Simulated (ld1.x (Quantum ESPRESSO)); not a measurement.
**Ni: variants of one PAW potential**

Base potential:

* Element: nickel (Ni)
* Generator: ld1.x (Quantum ESPRESSO) 7.5
* Type: PAW
* Functional: BLYP
* Relativity: scalar-relativistic
* Frozen core: [Ar]
* Valence charge: 10
* Reference configuration: 3d8 4s2 4p0
* Partial waves: 4s (bound): rcut 1.85, rcutus 2.45 bohr; 4s channel at 0.85 Ry: rcut 1.85, rcutus 2.45 bohr; 4p (bound, empty): rcut 3.35, rcutus 3.85 bohr; 4p channel at 1.35 Ry: rcut 3.35, rcutus 3.85 bohr; 3d (bound): rcut 1.15, rcutus 1.55 bohr; 3d channel at 2.2 Ry: rcut 1.15, rcutus 1.55 bohr
* Local potential: all-electron potential smoothed inside 1.45 bohr (lloc = -1)
* Core correction: Bessel-smoothed model core inside 1.55 bohr
* Augmentation charge: PSQ, inside the norm-conserving radii

All-electron outer shells of the reference configuration (BLYP, scalar-relativistic, ld1.x):

| shell | level (eV) | outermost node (bohr) | outermost maximum (bohr) |
| --- | --- | --- | --- |
| 3s | -110.77 | 0.30 | 0.64 |
| 3p | -71.19 | 0.27 | 0.65 |
| 3d | -8.78 | – | 0.63 |
| 4s | -5.60 | 0.92 | 2.21 |
| 4p | -1.19 | 1.00 | 3.21 |

Cutoffs, loose and tight: the cutoffs (Ry, on a coarse ladder) from which the occupation-weighted sum of valence levels, in a spherical-Bessel basis at the reference potential, stays within 10 and 1 mRy of its value at 400 Ry. They do not see the model core or the augmentation charge, which bear on the density cutoff. Test errors are all-electron minus pseudo excitation energies from the reference, over the configurations 3d8 4s1 4p0; 3d8 4s0 4p0; 3d7 4s0 4p0; 3d8 4s0 4p2; 3d7 4s2 4p1; 3d9 4s1 4p0; 3d9 4s0 4p0. A dash means not determined; rows that change the core or the reference have their own tests. The largest error is taken over the tests solved by every variant that gives reliable tests at all: 3d8 4s0 4p0; 3d8 4s0 4p2; 3d8 4s1 4p0.

Cutoffs are not given where the Bessel-basis levels miss the radial ones by over 6 mRy, ghosts where they miss by over 20 mRy; a channel whose overlap is not positive is not tested.

A file whose overlap is not positive is unfit for use, and its test errors describe a broken file.

```tsv
change	outcome	cutoff, loose	cutoff, tight	bound ghosts	largest test error (meV)
base	generated, overlap not positive	–	–	not determined (overlap not positive)	-9.3
functional PBE	generated, overlap not positive	–	–	not determined (overlap not positive)	-11
core correction Bessel-smoothed model core inside 1.52 bohr	generated, overlap not positive	–	–	not determined (overlap not positive)	-9.3
core [Ne] 3s2, valence charge 16; reference 3p6 3d8 4s1.75 4p0; waves now 4s (bound): rcut 1.95, rcutus 2.20 bohr; 4s channel at 0.85 Ry: rcut 1.95, rcutus 2.20 bohr; 3p (bound): rcut 1.10, rcutus 1.20 bohr; 4p (bound): rcut 1.10, rcutus 1.20 bohr; 3d (bound): rcut 1.45, rcutus 1.70 bohr; 3d channel at 2.2 Ry: rcut 1.45, rcutus 1.70 bohr; local potential all-electron potential smoothed inside 2.15 bohr (lloc = -2); core correction Bessel-smoothed model core inside 0.80 bohr	generated	60 Ry	100 Ry	none	-53
wave 3d channel at 2.2 Ry: rcut 1.15, rcutus 1.55 bohr becomes 3d channel at 4.29 Ry: rcut 1.15, rcutus 1.55 bohr	generated, overlap not positive	–	–	not determined (overlap not positive)	-13
local potential all-electron potential smoothed inside 2.30 bohr (lloc = -1)	generated	45 Ry	70 Ry	none	-10
waves 3d (bound): rcut 1.15, rcutus 1.70 bohr; 3d channel at 2.2 Ry: rcut 1.15, rcutus 1.70 bohr	generated, overlap not positive	–	–	not determined (overlap not positive)	-17
waves 4p (bound): rcut 3.08, rcutus 3.26 bohr; 4p channel at 1.35 Ry: rcut 3.08, rcutus 3.26 bohr	generated, overlap not positive	–	–	not determined (overlap not positive)	-9.3
waves 4s (bound): rcut 1.85, rcutus 2.66 bohr; 4s channel at 0.85 Ry: rcut 1.85, rcutus 2.66 bohr	generated, overlap not positive	–	–	not determined (overlap not positive)	-9.2
local potential all-electron potential smoothed inside 3.50 bohr (lloc = -1)	generated, overlap not positive	–	–	not determined (overlap not positive)	-15
```

What comes out with this change to the base: reference 3d8.5 4s1.5 4p0?

outcome: generated, overlap not positive; bound ghosts: not determined (overlap not positive); largest test error (meV): -367 over the solved tests; 1 of 7 tests not solved or not reliable. A file whose overlap is not positive is unfit for use, and its test errors describe a broken file.
